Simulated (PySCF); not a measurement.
GeHIO, SMILES [I][Ge][OH] (connectivity only; charge and spin as stated), neutral, multiplicity 1. The structure is a stationary point at PBE0-D3(BJ)/def2-TZVP. The def2 effective core potentials stand for the cores of I; spin–orbit coupling is left out. The values are those of a single conformer.

Calculation: PBE0-D3(BJ)/def2-TZVP (PySCF 2.14.0).

Harmonic wavenumbers (cm⁻¹): 167, 244, 437, 689, 833, 3854. Rotational constants (GHz): 12.27, 1.372, 1.234; symmetry number 1.

Problem. Work out the zero-point energy and the ideal-gas rigid-rotor harmonic-oscillator thermochemistry at 298.15 K and 1 atm.

Solution. ZPE = ½ Σ hcν = ½ × 6224 cm⁻¹ = 37.23 kJ/mol. H − E(el) = 51.27 kJ/mol. Entropy in J/(mol K): translation 175.82, rotation 113.55, vibration 23.37, total 312.73. G − E(el) = -41.97 kJ/mol. Cp = 60.43 J/(mol K).
